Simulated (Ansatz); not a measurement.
Program: Ansatz. Geometries: PBE0-D4/def2-TZVP. ΔE: electronic, gas phase. CBS: MP2 limit from def2 TZ/QZ plus the TZ coupled-cluster correction, frozen cores. This one scheme is used for every species, atoms too. Functionals use def2-TZVPP. B3LYP here is the variant with VWN-RPA as its local correlation; programs differ in this. Open shells (•) are unrestricted, without spin–orbit coupling. Spin–orbit coupling would lower the free atoms: a little for B, F, O.

Reaction (atomization): `F[B@H-]1[OH+][B@@H-](F)[OH+]1` → 2 B• + 2 F• + 4 H• + 2 O•

`F[B@H-]1[OH+][B@@H-](F)[OH+]1`:

```xyz
10

F     0.139   -0.466    2.196
B    -0.234    0.159    1.068
O     0.984    0.475    0.163
B     0.323   -0.279   -1.019
F     1.126   -1.242   -1.500
O    -0.708   -0.848   -0.011
H    -0.981    1.098    1.182
H     1.159    1.407    0.014
H    -0.179    0.467   -1.821
H    -1.628   -0.773   -0.272
```

```
             level  ΔE (kJ/mol)
           BLYP-D4       4174.0
         r2SCAN-D4       4210.7
        r2SCAN0-D4       4120.9
              PBE0       4154.2
             B3LYP       4136.7
           r2SCANh       4169.8
     HF/def2-QZVPP       3101.5
SCS-MP2/def2-QZVPP       4220.0
```

(1) What does CCSD(T)/CBS give? (Estimate.)

Largest T1 diagnostic among the species: 0.014.

## Answers

(1) Computed: +4182.5 kJ/mol. The listed levels differ from it by -8.5, 28.2, -61.6, -28.3, -45.8, -12.7, -1081.0, 37.5 kJ/mol.

In def2-TZVPP, CCSD(T) changes the Hartree–Fock value by +988.9 kJ/mol (the triples alone add +63.7 kJ/mol) and MP2 by +1136.4 kJ/mol; breaking electron pairs costs correlation energy, which Hartree–Fock lacks. From BLYP to BHLYP (50 % exact exchange), in def2-TZVPP and without D4, ΔE moves by −135.0 kJ/mol: exact exchange takes away binding that semilocal exchange gives to molecules.

For atomizations the MP2-based limit and the directly extrapolated one differ by several kJ/mol either way, and by 10 to 25 for some Ge, Se and Sn compounds, so smaller differences from it don't rank the levels.
